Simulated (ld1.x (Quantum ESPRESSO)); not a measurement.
# Transferability test, PAW potential for As

ld1.x (Quantum ESPRESSO) 7.5 input, shortened:

```
&input
   title='As', zed=33., rel=1, dft='PBE', iswitch=3,
   config='[Ar] 3d10 4s2 4p2 4d-2'
 /
 &inputp
   pseudotype=3, lpaw=.true., tm=.true., lloc=-1, rcloc=1.35,
   nlcc=.true., new_core_ps=.true.,
   which_augfun='PSQ', rmatch_augfun_nc=.true.
 /
6
4S  1  0   2.00   0.00  1.35  1.50  0.0
4S  1  0   0.00   0.50  1.35  1.50  0.0
4P  2  1   2.00   0.00  1.55  1.95  0.0
4P  2  1   0.00   3.50  1.55  1.95  0.0
4D  3  2  -2.00   0.20  1.40  1.50  0.0
4D  3  2  -2.00   2.45  1.40  1.50  0.0
 &test
   configts(1)='4s2 4p2'
 /
```

Energies are relative to the spin-unpolarised reference configuration 4s2 4p2; without spin polarisation the order of configurations can differ from experiment.

```
valence configuration  charge  ΔE all-electron (eV)  error AE − PS (meV)
              4s2 4p3       0                -9.149                 -2.1
              4s2 4p1      +2                17.918                  -17
              4s0 4p5       0                 9.907                  -14
              4s1 4p0      +4                96.268                 -433
            4s2 4p2.5    +0.5                -5.594                 -0.5
```

Task: What are ΔE and the potential's error for 4s2 4p0?

Result: ΔE = 45.621 eV all-electron; the error (AE − PS) is -101 meV.

Task: What are ΔE and the potential's error for 4s1 4p3?

Result: ΔE = 10.107 eV all-electron; the error (AE − PS) is -8.5 meV.

Levels in the configuration 4s2 4p3:

| level | all-electron (eV) | pseudo (eV) |
| --- | --- | --- |
| 4s | -14.494 | -14.481 |
| 4p | -5.195 | -5.191 |

Note: ghost state, extra bound levels that the all-electron valence spectrum of the same l lacks: d at -44.5 eV. A true bound ghost makes a file unfit for plane-wave use.
